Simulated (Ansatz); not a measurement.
Molecule: BN, charge 0, multiplicity 3. 
Coordinates optimised at B3LYP-D3(BJ)/def2-TZVP (Ansatz, a first-principles code):
```xyz
2

B      0.0000     0.0000    -0.7688
N      0.0000     0.0000     0.5492
```
Charge 0, spin multiplicity 3.

Parts of the frozen-core correlation energy in cc-pVDZ (Ansatz, hartree). Frozen orbitals: 2; correlated occupied orbitals by spin: 5 and 3; virtual: 21 and 23. UHF or UKS for open shells. No spin-orbit coupling. No relativistic terms.

| term | value |
|---|---|
| reference (HF) | -78.99688 |
| MP2 opposite-spin | -0.12847 |
| MP2 same-spin | ? |
| CCSD correlation | ? |
| (T) | ? |
| CCSDT minus CCSD(T) | -0.00171 |
| CCSDT(Q) minus CCSD(T) | -0.00271 |
| T1 diagnostic | 0.045 |
| largest doubles amplitude | 0.098 |
| <S^2> of the reference | 2.048 |

Task: Fill in the missing entries.

Result: 
- MP2 same-spin, value: -0.04827
- CCSD correlation, value: -0.19911
- (T), value: -0.00852
